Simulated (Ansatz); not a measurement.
The cluster K₄H₅⁻, relaxed as a singlet with RKS PBE0-D4/def2-SVPD in Ansatz, starting from the GFN1-xTB geometry. Force threshold 0.02 eV/Å.

The restricted singlet is unstable towards broken spin symmetry in Hartree–Fock (as tested in another run); at PBE0-D4/def2-SVPD this wasn't settled. The highest occupied level of the charge -1 singlet lies above zero (up to 0.27 eV). The electron is either unbound and held by the finite basis, or the level is raised by self-interaction error. In the singlet, H5 and H6 lie 0.78 Å apart (atoms count from 1), so H2 has formed as a molecule. Another isomer (singlet) lies 0.52 eV lower at PBE0-D4/def2-TZVPD; other spin states weren't run for this one.

Start:

Cartesian coordinates in Å:
```
K -0.4761 -1.3051 3.0656
K 1.0360 1.7637 -0.2796
K 2.8480 -0.3208 2.1373
K -1.7071 -0.2482 -1.3363
H -3.1313 -0.6811 -3.3039
H -3.3895 -1.2130 -2.7906
H 3.2815 1.6138 0.7311
H 1.7974 -1.1433 4.1723
H -0.2588 1.5341 -2.3959
```

Task: Estimate the energy that the relaxation releases and the steps that it takes.

Result: 0.55 eV, in 22 steps; 63 s on 4 threads of Arm Neoverse V2 on a shared host. The force fell under the threshold at step 15, but the optimiser went on and released 0.006 eV more. No frequencies were taken in this run, so the end may be a saddle point.

Task: Does the start keep its bonding and symmetry?

Result: Bonds lost: K4–H5, K4–H6 (atoms count from 1).

Task: Predict the relaxed structure.

Result: 
```
atom   x (Å)   y (Å)   z (Å)
  K1  -0.300  -1.717   3.373
  K2   1.125   1.148  -0.944
  K3   3.211   0.459   2.706
  K4  -2.324  -0.902  -0.604
  H5  -2.646   0.055  -3.396
  H6  -3.301  -0.234  -3.695
  H7   3.183   1.546   0.475
  H8   1.998  -0.961   4.302
  H9  -0.946   0.607  -2.215
```
Bond lengths (bridged metal pairs left out): 1 × K–K 4.54 Å; 6 × H–K 2.46 to 2.60 Å.
